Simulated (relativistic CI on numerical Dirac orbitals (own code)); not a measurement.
## What each ingredient does to the levels of Ta22+

Base calculation: Dirac-Coulomb-Breit CI, separate exchange-only KLI orbitals for each configuration, model QED, unscaled Slater integrals.

Configurations in the expansion (outside the closed core [Ar] 3d10): 4s2 4p6 4d10 4f5, 4s2 4p6 4d10 4f4 5s, 4s2 4p6 4d10 4f3 5s2, 4s2 4p6 4d10 4f4 5p, 4s2 4p6 4d9 4f6, 4s2 4p6 4d10 4f3 5s 5p, 4s2 4p6 4d10 4f3 5p2, 4s2 4p6 4d10 4f3 5s 5d, 4s2 4p6 4d10 4f4 5d, 4s2 4p5 4d10 4f6, 4s2 4p6 4d10 4f4 6s, 4s2 4p6 4d10 4f4 6p, 4s2 4p6 4d10 4f4 7s, 4p6 4d10 4f7. Levels of other configurations are missing.

Variants: (1) configuration mixing switched off; (2) non-relativistic limit. Shifts of the energy above 4s2 4p6 4d10 4f5 6H°_5/2, in cm⁻¹, for the lowest level and the first level of each name with at least 55 % of one term (blank where a level changes its place among those of its configuration and J or its character, or is not in the variant):

```
                    Level     Base    Δ(1)      Δ(2)
 4s2 4p6 4d10 4f5 6H°_5/2      0.0     0.0       0.0
 4s2 4p6 4d10 4f5 6H°_7/2   7940.2   -71.2   -7940.2
 4s2 4p6 4d10 4f5 6H°_9/2  15606.9   -89.0  -15606.9
 4s2 4p6 4d10 4f5 6F°_3/2  21907.9  +669.2   -9701.9
 4s2 4p6 4d10 4f5 6F°_1/2  22166.5  +759.9   -9960.5
 4s2 4p6 4d10 4f5 6F°_5/2  22574.3  +658.9  -10368.3
4s2 4p6 4d10 4f5 6H°_11/2  22620.9   -77.4  -22620.9
4s2 4p6 4d10 4f5 6H°_13/2  28893.2   -55.0  -28893.1
 4s2 4p6 4d10 4f5 6F°_7/2  29395.1  +598.5  -17189.1
4s2 4p6 4d10 4f5 6H°_15/2  33931.4   -22.1  -33931.3
 4s2 4p6 4d10 4f5 6F°_9/2  36955.0  +628.4  -24749.0
4s2 4p6 4d10 4f5 6F°_11/2  44368.6  +712.9  -32162.5
 4s2 4p6 4d10 4f5 4F°_3/2  51157.5   +91.1   -5483.6
 4s2 4p6 4d10 4f5 4I°_9/2  55845.4  +432.8  -11147.8
```

At this charge energies of transitions that change n are usually good to better than 1 %, and those within a shell (Δn = 0) to a few per cent. Terms inside the open d or f shell come out 10 to 20 % too wide with unscaled integrals.

Ionisation energy from the two ground configurations alone: base 631.519 eV. The NIST ASD value (theoretical) is 660 eV. The gap of more than 2 % comes from missing correlation, or from a tabulated value that is itself an estimate.

LS names give the leading component of a level, which can be under half, so a name can repeat, a term be missing and a line seem to break the LS rules.
